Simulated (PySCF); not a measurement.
C₃H₅BN₂O, SMILES CB(O)/C=N\C#N. Atoms are numbered in the order given.

```xyz
12

C     -1.5889    -0.6967     0.0000
B     -0.1144    -1.2028     0.0000
O      0.1387    -2.5308     0.0000
C      1.1658    -0.2352     0.0000
N      1.2158     1.0471     0.0000
C      0.1513     1.8410     0.0000
N     -0.6827     2.6548     0.0000
H     -1.7894    -0.0542     0.8738
H     -2.3023    -1.5325     0.0000
H     -1.7894    -0.0542    -0.8738
H      1.0746    -2.7616     0.0000
H      2.1681    -0.7049     0.0000
```
Charge 0, spin multiplicity 1.

Coordinates come from a PBE0-D3(BJ)/def2-SVP optimisation. The structure was generated by enumeration; whether it is a known compound was not checked. Other conformers were not sampled.

Computed with PBE/def2-TZVP (PySCF).

ESP charges are fitted to the potential on shells at 1.4 to 2.0 van der Waals radii. Atomic charges (e):

```csv
atom,ESP fit,meta-Löwdin
C1,-0.63,-0.48
B2,0.49,0.28
O3,…,-0.43
C4,…,-0.03
N5,-0.43,-0.15
C6,…,0.16
N7,-0.52,-0.24
H8,0.16,0.15
H9,0.18,0.14
H10,0.16,0.15
H11,…,0.35
H12,…,0.12
```

Problem. Fill in the missing entries. (Estimate from the structure and the level; the computed values follow.)

Solution. 
- O3, ESP fit: -0.56
- C4, ESP fit: 0.11
- C6, ESP fit: 0.60
- H11, ESP fit: 0.38
- H12, ESP fit: 0.06

Problem. Give the Mayer and Wiberg (Löwdin basis) orders of the bonds. (An estimate is asked for; the answer gives what the named calculation found.)

Solution. 
```json
[
 {"bond": "C1–B2", "Mayer": "1.09", "Wiberg": "1.35"},
 {"bond": "B2–O3", "Mayer": "1.44", "Wiberg": "2.03"},
 {"bond": "B2–C4", "Mayer": "0.96", "Wiberg": "1.11"},
 {"bond": "C4–N5", "Mayer": "1.77", "Wiberg": "2.07"},
 {"bond": "N5–C6", "Mayer": "1.26", "Wiberg": "1.66"},
 {"bond": "C6–N7", "Mayer": "2.96", "Wiberg": "3.20"},
 {"bond": "C1–H8", "Mayer": "0.92", "Wiberg": "0.83"},
 {"bond": "C1–H9", "Mayer": "0.94", "Wiberg": "0.85"},
 {"bond": "C1–H10", "Mayer": "0.92", "Wiberg": "0.83"},
 {"bond": "O3–H11", "Mayer": "0.87", "Wiberg": "0.94"},
 {"bond": "C4–H12", "Mayer": "0.92", "Wiberg": "0.82"}
]
```
